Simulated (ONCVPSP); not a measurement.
**Configuration tests for Cd (ONCV)**

cadmium (Cd), optimised norm-conserving Vanderbilt (ONCV), made with ONCVPSP 4.0.1 (PBE, fully relativistic). Core [Ar] 3d10, reference 4s2 4p6 4d10 5s1 (charge +1). Waves: 4s+5s: rc 1.55 bohr, ncon 3, nbas 7, qcut 7.2 1/bohr, 2 projectors; 4p: rc 1.50 bohr, ncon 5, nbas 9, qcut 11.1 1/bohr, 1 projector; 4d: rc 1.85 bohr, ncon 3, nbas 7, qcut 6.8 1/bohr, 2 projectors, debl 3 Ha. Local part: polynomial inside 1.10 bohr (lpopt 5, dvloc0 0 Ha). Core correction: Teter function fitted to the true core (icmod 2), fcfact 0.5.

Open shells are filled in proportion to 2j + 1.

Energies are relative to the spin-unpolarised reference configuration 4s2 4p6 4d10 5s1; without spin polarisation the order of configurations can differ from experiment.

Question: Give the all-electron excitation energy and the error of the potential for: 4s2 4p6 4d10 5s2; 4s2 4p6 4d10 5s0; 4s2 4p6 4d9 5s0; 4s2 4p6 4d9 5s2 5p1.

Answer:

| valence configuration | charge | ΔE all-electron (eV) | error AE − PS (meV) |
| --- | --- | --- | --- |
| 4s2 4p6 4d10 5s2 | 0 | -9.274 | -0.9 |
| 4s2 4p6 4d10 5s0 | +2 | 17.127 | -3.1 |
| 4s2 4p6 4d9 5s0 | +3 | 55.134 | +21 |
| 4s2 4p6 4d9 5s2 5p1 | 0 | 3.363 | +120 |
